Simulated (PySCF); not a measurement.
Gas-phase equilibrium of 1 mol GeF4, 20 mol H2 at 1800 K and 0.100 bar, among 16 species (GeH4, Ge2H6, F2, GeF2, GeF3, F, H, GeH3F, GeHF3, HF, H2, Ge3H8, GeH3, GeH2F2, GeH2, GeF4). Only gases are allowed; each row takes one source of thermochemistry for all species, and Cantera finds the minimum.

Energies from PySCF, thermal terms from the rigid-rotor harmonic-oscillator model, ideal gas at 1 bar. † marks an energy on the PBE0/def2-TZVP geometry and frequencies. MP2 freezes the core. Open shells (unrestricted) among the columns below: H (multiplicity 2), GeH3 (multiplicity 2); the rest are closed-shell singlets. B3LYP is the form with VWN-RPA correlation. Ge: all electrons, no relativistic terms. GeH3, GeH2: computed as isolated molecules; such fragments, hydroxides, amides, oligomers or adducts are transient or little studied in the gas. MP2 isn't extrapolated to the basis-set limit. The harmonic model lacks anharmonicity and excited electronic states, which grow with temperature; levels with a mode under 35 cm⁻¹ are left out.

Molecules larger than those listed are left out, and so are free Ge atoms, whose spin-orbit terms are large. Also missing: (HF)n, which can matter at low temperature or high pressure. Table species left out: H2F2, H3F3, H4F4.

Mole fractions:

| thermochemistry | x H2 | x HF | x GeF2 | x H | x GeH2 | x GeH3 |
|---|---|---|---|---|---|---|
| B3LYP/def2-TZVP† | 0.86 | 0.091 | 0.045 | 0.0010 | 2.8e-6 | 4.2e-9 |
| MP2/def2-TZVPP† | 0.86 | 0.091 | 0.045 | 0.0025 | 9.2e-6 | 7.5e-8 |
| PBE0/def2-QZVP† | 0.86 | 0.091 | 0.045 | 0.0022 | 2.4e-5 | 1.5e-7 |
| r2SCAN/def2-TZVP† | 0.86 | 0.091 | 0.045 | 0.0015 | 1.3e-6 | 1.5e-8 |
| ωB97M-V/def2-TZVP† | 0.86 | 0.091 | 0.045 | 0.0013 | 3.6e-6 | 7.7e-9 |
| ωB97X-V/def2-TZVP† | 0.86 | 0.091 | 0.045 | 0.0015 | 2.9e-6 | 9.6e-9 |
The most sensitive of these is GeH3: it spans a factor of 10^1.6 over these rows; at this temperature one factor of ten is RT ln 10 = 34 kJ/mol.
